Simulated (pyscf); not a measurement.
Structures and frequencies: ωB97X-D3(BJ)/def2-SVP in PySCF.

SMILES: CC=CCC#N
```xyz
13

C      0.4851     0.1702    -2.7447
C     -0.1629     0.3031    -1.3975
C     -0.4477    -0.7141    -0.5821
C     -1.0902    -0.5468     0.7755
C     -2.3597    -1.2850     0.8894
N     -3.3505    -1.8753     0.9678
H      0.7030    -0.8810    -2.9860
H      1.4294     0.7383    -2.7847
H     -0.1679     0.5782    -3.5341
H     -0.4168     1.3224    -1.0744
H     -0.2138    -1.7425    -0.8842
H     -0.4216    -0.9157     1.5720
H     -1.2870     0.5163     0.9845
```
Charge 0, spin multiplicity 1.

Task: What is the homolytic dissociation enthalpy (298 K, ωB97M-D3(BJ)/def2-TZVP) of the C–C bond of `[CH3][CH]=[CH][CH2][C]#[N]`, to •HC=CH–CH₃ + •H₂C–C≡N?

Result: C–C to •HC=CH–CH₃ + •H₂C–C≡N: 394.0 kJ/mol. The 7 functionals that were run give +348.1 (r²SCAN) to +395.7 kJ/mol (ωB97X-D3(BJ)). The radicals are drawn with the spin at the cut bond; how far it spreads was not checked. •HC=CH–CH₃ lies 103.2 kJ/mol over its isomer •H₂C–CH=CH₂, and others may lie lower still (electronic energy, ωB97M-D3(BJ)). Other isomers of •H₂C–C≡N were not searched in full and may lie lower.
